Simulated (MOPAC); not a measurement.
MOPAC input (MNDO):

```
MNDO 1SCF CHARGE=1 GEO-OK AUX(PRECISION=9) THREADS=1
HOSi

O    -0.00000000 1   -0.00000000 1   -1.03556991 1
Si    0.00000000 1    0.00000000 1    0.45356387 1
H     0.00000000 1    0.00000000 1    1.93466511 1
```

From the last part of the output:

```
                                                       MOPAC v23.2.5 Linux

          FINAL HEAT OF FORMATION =        178.99569 KCAL/MOL =     748.91797 KJ/MOL

          COSMO AREA              =         81.23 SQUARE ANGSTROMS
          COSMO VOLUME            =         67.47 CUBIC ANGSTROMS

          IONIZATION POTENTIAL    =         18.400530 EV
          HOMO LUMO ENERGIES (EV) =        -18.401 -7.001
          NO. OF FILLED LEVELS    =          5
          MOLECULAR WEIGHT        =         45.0928         POINT GROUP:  C*v

          MOLECULAR DIMENSIONS (Angstroms)

            Atom       Atom       Distance
            H     3    O     1     2.97024
            H     3    O     1     0.00000
            O     1   Si     2     0.00000

          SCF CALCULATIONS        =          1

   ATOM   CHEMICAL          X               Y               Z
  NUMBER   SYMBOL      (ANGSTROMS)     (ANGSTROMS)     (ANGSTROMS)

     1       O         -0.00000000  *  -0.00000000  *  -1.03556991  *
     2      Si          0.00000000  *   0.00000000  *   0.45356387  *
     3       H          0.00000000  *   0.00000000  *   1.93466511  *

                             CARTESIAN COORDINATES

   1    O       -0.000000000    -0.000000000    -1.035569910
   2   Si        0.000000000     0.000000000     0.453563870
   3    H        0.000000000     0.000000000     1.934665110

           Empirical Formula: H O Si  =     3 atoms

      MOLECULAR POINT GROUP   :   C*v

                  EIGENVALUES
 -44.16793 -23.43479 -19.77593 -18.40053 -18.40053  -7.00069  -6.07221  -6.07221
  -1.59540

              NET ATOMIC CHARGES AND DIPOLE CONTRIBUTIONS

  ATOM NO.   TYPE          CHARGE      No. of ELECS.   s-Pop       p-Pop
    1          O          -0.521785        6.5218     1.89323     4.62855
    2         Si           1.395892        2.6041     1.14771     1.45640
    3          H           0.125893        0.8741     0.87411
 DIPOLE           X         Y         Z       TOTAL
 POINT-CHG.     0.000     0.000     7.007     7.007
 HYBRID        -0.000    -0.000    -0.270     0.270
 SUM           -0.000    -0.000     6.737     6.737

          ATOMIC ORBITAL ELECTRON POPULATIONS

     Atom    s        px        py        pz
    1  O   1.89323   1.59814   1.59814   1.43227
    2 Si   1.14771   0.40186   0.40186   0.65268
    3  H   0.87411

 **********************
 *                    *
 * JOB ENDED NORMALLY *
 *                    *
 **********************

 == MOPAC DONE ==
```

The dipole moment of an ion depends on the origin.
